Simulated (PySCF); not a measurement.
Computed IR spectrum (relative IR intensity) of a molecule C5H10O. Geometry optimised at PBE-D3(BJ)/def2-SVP. Other conformers were not sampled. Computed with PySCF with PBE-D3(BJ)/def2-SVP. No scaling factor is applied to the harmonic values.

```
ν (cm⁻¹)  relative intensity
--------  ------------------
419                      2.7
681                      3.0
786                       19
803                      5.4
943                      8.5
999                      8.3
1117                      36
1129                      40
1210                     100
1282                     6.1
1302                     2.6
1315                      28
1343                      13
1349                      20
1415                     3.5
1676                      88
2911                      20
2974                     5.5
2982                     5.5
3034                    10.0
3070                     9.8
3076                      11
3084                     6.9
```

Identify the compound among the candidates.
(A) C=COC(C)C
(B) C=CCCOC
(C) C[C@@H]1C(O)[C@H]1C
(D) C=C[C@H](C)CO

A, C=COC(C)C
